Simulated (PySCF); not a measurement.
Electron correlation in In (indium, neutral)

[Kr] 4d10 5s2 5d1, 2D determinant (an excited configuration). Calculation: PySCF 2.14, in aug-cc-pVTZ-PP with one added diffuse shell each of d, f type with ECP28MDF (6s5p5d3f, 67 functions); scalar relativity through the core potential. Frozen: 4s2 4p6 4d10; 3 electrons correlated.

```json
{"level": "CCSD", "correlation energy (mhartree)": "-38.55"}
{"level": "(T)", "correlation energy (mhartree)": "-0.98"}
{"level": "CCSD(T)", "correlation energy (mhartree)": "-39.53"}
```

Diagnostics: T1 = 0.073, D1 = 0.1780, largest double amplitude 0.140.

Q: Is a single reference adequate?

A: Not fully. The outer electron is Rydberg-like, and this basis confines it to a smaller radius and binds it less than a complete one would. T1 exceeds 0.03, a sign that the reference determinant is poor.
